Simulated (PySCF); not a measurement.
# Removing an electron from `C[S][GeH]1[CH]=CC=[CH]1`

Compound: C5H8GeS.
Z-matrix (Å and degrees, PBE0-D3(BJ)/def2-SVP geometry), rows numbered from 1:
```
C 
S   1  1.8210
Ge  2  2.2189  1   98.96
C   3  1.9486  2  113.53  1    50.79
C   4  1.3464  3  107.09  2  -114.53
C   5  1.4841  4  118.04  3    -0.84
C   6  1.3464  5  118.02  4     0.08
H   1  1.0990  2  111.42  3   -59.47
H   1  1.0989  2  111.25  3    62.88
H   1  1.0986  2  106.70  3  -178.32
H   3  1.5360  2  105.96  1  -179.42
H   4  1.0915  3  129.53  2    64.13
H   5  1.0960  4  123.01  3   179.29
H   6  1.0960  5  118.96  4  -179.79
H   7  1.0914  3  129.53  2   -64.27
```

Level: wB97X-D/def2-SVPD (PySCF). Frontier orbitals with their largest atomic shares (Löwdin; up to four atoms above 4 %):

| orbital | ε (eV) | main atoms |
| --- | --- | --- |
| HOMO−3 | -10.79 | C7 22 %, Ge3 22 %, C4 22 %, S2 7 % |
| HOMO−2 | -10.02 | S2 52 %, Ge3 14 %, C1 9 %, C7 5 % |
| HOMO−1 | -8.81 | C4 23 %, C7 23 %, C6 16 %, C5 16 % |
| HOMO | -8.47 | ? |
| LUMO | -0.05 | C5 18 %, C7 18 %, C4 18 %, C6 18 % |
| LUMO+1 | 2.12 | S2 30 %, Ge3 16 %, C1 11 %, H10 7 % |
| LUMO+2 | 2.23 | S2 32 %, Ge3 25 %, H11 14 %, C6 4 % |

**Question.** What vertical ionisation energy does ΔSCF give, and how far is −ε(HOMO) from it?

**Answer.** ΔSCF: 8.67 eV (836 kJ/mol; threshold wavelength 143 nm); ⟨S²⟩ of the doublet left behind is 0.758, against 0.75 for a pure doublet. −ε(HOMO) is 8.47 eV, 0.20 eV below it. For the exact functional −ε(HOMO) would equal the first vertical ionisation energy; wB97X-D (range-separated hybrid) comes within 0.20 eV of that here. Holes in the HOMO−1 and HOMO−2 were tried too where these lie within 1.2 eV of the HOMO; the lowest converged state counts.

**Question.** On which atoms does the HOMO lie?

**Answer.** S2 (sulfur bonded to C and Ge) 63 %, C1 (S-methyl carbon) 9 %, C7 (alkene CH carbon) 6 %, C4 (alkene CH carbon) 6 %, so more than half of it is on one atom. The HOMO−1 lies 0.34 eV lower.

**Question.** And the vertical electron affinity, the fundamental gap, Mulliken's electronegativity and the hardness (with the factor ½)?

**Answer.** EA = 0.05 eV by ΔSCF (−ε(LUMO) = 0.05 eV). IE − EA = 8.62 eV against an orbital gap of 8.42 eV; (IE + EA)/2 = 4.36 eV; (IE − EA)/2 = 4.31 eV. Parr's electrophilicity index (IE + EA)²/[8(IE − EA)] is 1.10 eV.

**Question.** How many of the 10 lowest singlet excitations (vertical TDDFT, same level) lie below the ionisation energy?

**Answer.** All 10; they run from 4.22 to 7.01 eV.

**Question.** What total energies stand behind the ΔSCF value?

**Answer.** E(N) = -2669.99868 Eh and E(N − 1) = -2669.68013 Eh at the same geometry, 0.31855 Eh apart. With one more electron, E(N + 1) = -2670.00034 Eh.

Geometry: PBE0-D3(BJ)/def2-SVP, one conformer, isolated molecule. The calculation is non-relativistic, for germanium too.

Note: wB97X-D ran without an empirical dispersion term, which enters the total energy and its gradient alone.
